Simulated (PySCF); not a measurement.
Correlation energy of Cu²⁺ (copper, charge +2)

[Ar] 3d8 4s1, high-spin 4F determinant (an excited configuration). Computed with PySCF 2.14 in aug-cc-pwCVDZ-PP with ECP10MDF, with scalar relativity through the core potential. Frozen: 3s2 3p6; 9 electrons correlated.

```tsv
level	correlation energy (mhartree)
CCSD	-265.19
(T)	-4.72
CCSD(T)	-269.91
```

Diagnostics: T1 = 0.0062, D1 = 0.0162, largest double amplitude 0.015.

Cost of the coupled-cluster step: about 17 core-seconds, for 9 correlated electrons.

Iterations:

```
CC2 = 0
CCSD nocc = (np.int64(6), np.int64(3)), nmo = (66, 66)
frozen orbitals [[0, 1, 2, 3], [0, 1, 2, 3]]
max_cycle = 100
direct = 0
conv_tol = 1e-08
conv_tol_normt = 1e-06
diis_space = 8
diis_start_cycle = 0
Init t2, MP2 energy = -0.273291374224742
Init E_corr(UCCSD) = -0.273291374230238
cycle = 1  E_corr(UCCSD) = -0.262010376965799  dE = 0.0112809973  norm(t1,t2) = 0.0299557
cycle = 2  E_corr(UCCSD) = -0.265034051457883  dE = -0.00302367449  norm(t1,t2) = 0.00790757
cycle = 3  E_corr(UCCSD) = -0.264936810035811  dE = 9.72414221e-05  norm(t1,t2) = 0.00335583
cycle = 4  E_corr(UCCSD) = -0.265177304570788  dE = -0.000240494535  norm(t1,t2) = 0.00144153
cycle = 5  E_corr(UCCSD) = -0.26520243251136  dE = -2.51279406e-05  norm(t1,t2) = 0.000381309
cycle = 6  E_corr(UCCSD) = -0.265190693086696  dE = 1.17394247e-05  norm(t1,t2) = 9.06429e-05
cycle = 7  E_corr(UCCSD) = -0.265192538644078  dE = -1.84555738e-06  norm(t1,t2) = 3.14408e-05
cycle = 8  E_corr(UCCSD) = -0.265192708154698  dE = -1.69510619e-07  norm(t1,t2) = 7.85779e-06
cycle = 9  E_corr(UCCSD) = -0.265192364857088  dE = 3.4329761e-07  norm(t1,t2) = 2.34312e-06
cycle = 10  E_corr(UCCSD) = -0.265192410362586  dE = -4.55054975e-08  norm(t1,t2) = 6.69184e-07
cycle = 11  E_corr(UCCSD) = -0.265192415334464  dE = -4.97187819e-09  norm(t1,t2) = 1.97875e-07
UCCSD converged
E(UCCSD) = -195.3441120578805  E_corr = -0.265192415334464
UCCSD(T) correction = -0.00472027978356267
```
